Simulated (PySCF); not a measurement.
Isomers of C2H7GeN, mass 118.979 u with the commonest isotopes. Theory: PBE0-D3(BJ)/def2-SVP geometry optimisation, gas phase (PySCF 2.14.0). One conformer each, none proved a minimum here; rigid rotors.

Problem. Order these by out-of-plane moment Σ m c² = (Ia + Ib − Ic)/2, largest first.
A. `C/N=[CH]\[GeH3]`
B. `[CH2:1]=[CH:2][GeH2:3][NH2:4]` with C1–C2–Ge3–N4 128°, C2–Ge3–N4–H 174° and -61°
C. `[H]/[N:4]=[CH:3]\[GeH2:2][CH3:1]` with C1–Ge2–C3–N4 118°

Solution. C (11.55 u·Å²), B (10.02 u·Å²), A (4.72 u·Å²).

Problem. Order these by radius of gyration √(Σ m r²/M), smallest first.
A. `N(/C)=[CH]/[GeH3]`
B. `[CH2:1]=[CH:2][GeH2:3][NH2:4]` with C1–C2–Ge3–N4 128°, C2–Ge3–N4–H 174° and -61°
C. `[H]/[N:4]=[CH:3]\[GeH2:2][CH3:1]` with C1–Ge2–C3–N4 118°

Solution. B (1.340 Å), C (1.363 Å), A (1.450 Å).

Problem. Order these by rotational constant B, largest first.
A. `[H]/[N:4]=[CH:3]\[GeH2:2][CH3:1]` with C1–Ge2–C3–N4 118°
B. `[CH2:1]=[CH:2][GeH2:3][NH2:4]` with C1–C2–Ge3–N4 128°, C2–Ge3–N4–H 174° and -61°
C. `C/N=[CH]\[GeH3]`

Solution. B (2829 MHz), A (2741 MHz), C (2366 MHz).

```
                SMILES  point group  Ia (u·Å²)  Ib (u·Å²)  Ic (u·Å²)      κ  μa (D)  μb (D)  μc (D)
[H]/N=[CH]\[GeH2][CH3]           C1      48.08     184.37     209.36  -0.92    2.18    0.00    0.17
     C=[CH][GeH2][NH2]           C1      44.86     178.64     203.47  -0.92    0.09    0.24    0.97
       C/N=[CH]\[GeH3]           Cs      41.31     213.64     245.51  -0.94    0.49    0.88    0.00
```
